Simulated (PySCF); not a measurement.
selenophene (C₄H₄Se), SMILES c1cc[se]c1. Atoms are numbered in the order given.

```xyz
9

C      0.0000    -0.7148    -1.6789
C      0.0000     0.7148    -1.6789
C      0.0000     1.2888    -0.4333
Se     0.0000     0.0000     0.9093
C      0.0000    -1.2888    -0.4333
H      0.0000    -1.3095    -2.5964
H      0.0000     1.3095    -2.5964
H      0.0000     2.3513    -0.1881
H      0.0000    -2.3513    -0.1881
```

The structure is a stationary point at r2SCAN-D4/def2-SVP.

These are PBE0/def2-TZVP (PySCF) values and carry that method's errors.

ESP charges are fitted to the potential on shells at 1.4 to 2.0 van der Waals radii. Atomic charges (e):

```json
[
 {"atom": "C1", "ESP fit": "-0.17", "meta-Löwdin": "-0.15", "Löwdin": "-0.21"},
 {"atom": "C2", "ESP fit": "-0.17", "meta-Löwdin": "-0.15", "Löwdin": "-0.21"},
 {"atom": "C3", "ESP fit": "-0.26", "meta-Löwdin": "-0.29", "Löwdin": "-0.37"},
 {"atom": "Se4", "ESP fit": "0.09", "meta-Löwdin": "0.33", "Löwdin": "0.62"},
 {"atom": "C5", "ESP fit": "-0.26", "meta-Löwdin": "-0.29", "Löwdin": "-0.37"},
 {"atom": "H6", "ESP fit": "0.17", "meta-Löwdin": "0.13", "Löwdin": "0.15"},
 {"atom": "H7", "ESP fit": "0.17", "meta-Löwdin": "0.13", "Löwdin": "0.15"},
 {"atom": "H8", "ESP fit": "0.22", "meta-Löwdin": "0.14", "Löwdin": "0.13"},
 {"atom": "H9", "ESP fit": "0.22", "meta-Löwdin": "0.14", "Löwdin": "0.13"}
]
```

Computed Mayer and Wiberg (Löwdin basis) orders of the bonds:
```tsv
bond	Mayer	Wiberg
C1–C2	1.27	1.43
C2–C3	1.69	1.83
C3–Se4	1.22	1.52
C1–C5	1.69	1.83
Se4–C5	1.22	1.52
C1–H6	0.94	0.83
C2–H7	0.94	0.83
C3–H8	0.94	0.88
C5–H9	0.94	0.88
```
